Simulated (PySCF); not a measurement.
Job file and geometry (Å, from GFN2-xTB) of an NMR shielding run on `C=CB1C=CBC(F)=C1`, C6H7B2F, GIAO PBE0/pcSseg-1 NMR shielding, non-relativistic, gas phase (PySCF 2.14.0, density-fitted response routines); density fitting, a coarse starting grid and PySCF grid level 2 are the driver's defaults:

```
$ OMP_NUM_THREADS=1 python probes_run.py task.json out

{"job": {"kind": "nmr", "xc": "PBE0", "basis": "pcSseg-1"}, "charge": 0, "multiplicity": 1}
C      2.954929    -0.025045     0.280610
C      1.860933    -0.788876     0.325609
B      0.408255    -0.300640     0.097234
C      0.046677     1.186611    -0.226461
C     -1.227855     1.574106    -0.425169
B     -2.404128     0.568740    -0.339630
C     -2.021503    -0.904627    -0.014483
F     -3.022899    -1.828594     0.072832
C     -0.760938    -1.319010     0.188396
H      2.902204     1.031018     0.071344
H      3.947384    -0.415376     0.449508
H      2.014996    -1.841771     0.543521
H      0.828153     1.937251    -0.296981
H     -1.423139     2.619460    -0.647747
H     -3.518190     0.882563    -0.502639
H     -0.592477    -2.366864     0.412644
```

Problem. Write the output of this run.

Solution. 
```
coarse grid: 14120 points
cycle   1  E = -381.7187182311  dE =  1.163e+00  |g| = 5.512e-01  |ddm| = 3.688e+00
cycle   2  E = -381.6800324693  dE =  3.869e-02  |g| = 7.133e-01  |ddm| = 8.827e-01
cycle   3  E = -381.7824770797  dE = -1.024e-01  |g| = 1.341e-01  |ddm| = 5.525e-01
cycle   4  E = -381.7869420087  dE = -4.465e-03  |g| = 5.432e-02  |ddm| = 1.590e-01
cycle   5  E = -381.7876014139  dE = -6.594e-04  |g| = 2.040e-02  |ddm| = 5.010e-02
cycle   6  E = -381.7876921724  dE = -9.076e-05  |g| = 3.562e-03  |ddm| = 1.780e-02
cycle   7  E = -381.7876953626  dE = -3.190e-06  |g| = 1.245e-03  |ddm| = 4.015e-03
final grid: 138872 points
cycle   8  E = -381.8444762488  dE = -4.888e-05  |g| = 8.917e-03  |ddm| = 4.483e-02
cycle   9  E = -381.8444690710  dE =  7.178e-06  |g| = 1.105e-02  |ddm| = 1.561e-02
cycle  10  E = -381.8444959881  dE = -2.692e-05  |g| = 1.823e-03  |ddm| = 8.454e-03
cycle  11  E = -381.8444965801  dE = -5.919e-07  |g| = 3.795e-04  |ddm| = 1.463e-03
cycle  12  E = -381.8444966055  dE = -2.545e-08  |g| = 2.104e-04  |ddm| = 4.335e-04
cycle  13  E = -381.8444966170  dE = -1.153e-08  |g| = 4.369e-05  |ddm| = 1.988e-04
cycle  14  E = -381.8444966175  dE = -4.759e-10  |g| = 1.474e-05  |ddm| = 4.658e-05
converged SCF energy = -381.8444966175

GIAO shielding tensors (ppm)
atom      isotropic    diamagn.    paramagn.     s11        s22        s33       span
  0 C       30.438     254.680    -224.241    -95.172     19.691    166.796    261.968
  1 C       33.570     257.851    -224.281    -91.865     18.954    173.622    265.486
  2 B       50.104     189.695    -139.591      5.711     28.299    116.302    110.591
  3 C       22.749     260.044    -237.295   -110.184     -2.044    180.476    290.660
  4 C       27.616     256.293    -228.677    -96.465      7.772    171.541    268.006
  5 B       41.754     193.100    -151.346    -11.242     17.102    119.402    130.644
  6 C      -12.920     256.204    -269.124   -129.927     29.708     61.459    191.386
  7 F      223.350     474.845    -251.495     94.794    225.820    349.437    254.643
  8 C       48.953     259.368    -210.415    -55.351     49.697    152.513    207.864
  9 H       24.607      32.451      -7.844     21.429     24.403     27.990      6.561
 10 H       24.606      27.839      -3.234     21.620     24.511     27.687      6.067
 11 H       24.400      31.284      -6.884     20.628     24.220     28.353      7.726
 12 H       23.911      33.527      -9.616     19.110     24.205     28.417      9.307
 13 H       24.124      30.565      -6.441     20.405     24.421     27.547      7.141
 14 H       25.426      29.060      -3.634     21.700     27.040     27.538      5.839
 15 H       25.060      31.559      -6.499     21.283     24.970     28.928      7.645
```

Size and cost of the density-fitted run: 188 basis functions, 49 s wall time on 1 thread of an Arm Neoverse N1, shared host; peak memory 0.83 GiB.
